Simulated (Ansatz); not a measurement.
A series of C-N bond dissociation energy values:

A. CNB(C)C [N-dimethylboranylmethanamine] → CB(C)[NH] + [CH3] (CH3)
B. CN(C)[SiH3] → C[N][SiH3] + [CH3] (CH3)
C. NCCN [ethane-1,2-diamine] → [NH2] (NH2) + [CH2]CN
D. CN[SiH3] → [NH][SiH3] + [CH3] (CH3)

Quantity: bond dissociation energy (electronic energy difference), kcal/mol. Structures are relaxed separately at B3LYP-D3(BJ)/def2-TZVP in Ansatz (a quantum-chemistry and plane-wave program), one conformer each, not searched for the lowest. Correlated levels leave the core frozen unless marked. UHF or UKS for open shells. Spin-orbit coupling is left out. Non-relativistic. CBS marks a two-point X^-3 extrapolation of the correlation energy; Hartree-Fock from the larger set. The bracket is a focal-point correction in the basis named.

```csv
,HF/6-31G* (Ansatz),HF/cc-pV(D+d)Z (Ansatz),RI-HF/cc-pV(Q+d)Z (Ansatz),"RI-MP2/CBS(cc-pV(T+d)Z,cc-pV(Q+d)Z)+[CCSD(T)-MP2]/cc-pV(T+d)Z (Ansatz)"
A,70.5,68.8,67.3,[?]
B,58.6,57.3,56.3,[?]
C,59.3,58.1,57.6,[?]
D,62.3,60.5,60.0,[?]
```

### Question
Some entries are withheld; supply them.

### Answer

- A, RI-MP2/CBS(cc-pV(T+d)Z,cc-pV(Q+d)Z)+[CCSD(T)-MP2]/cc-pV(T+d)Z (Ansatz): 102.7
- B, RI-MP2/CBS(cc-pV(T+d)Z,cc-pV(Q+d)Z)+[CCSD(T)-MP2]/cc-pV(T+d)Z (Ansatz): 92.4
- C, RI-MP2/CBS(cc-pV(T+d)Z,cc-pV(Q+d)Z)+[CCSD(T)-MP2]/cc-pV(T+d)Z (Ansatz): 92.8
- D, RI-MP2/CBS(cc-pV(T+d)Z,cc-pV(Q+d)Z)+[CCSD(T)-MP2]/cc-pV(T+d)Z (Ansatz): 95.7
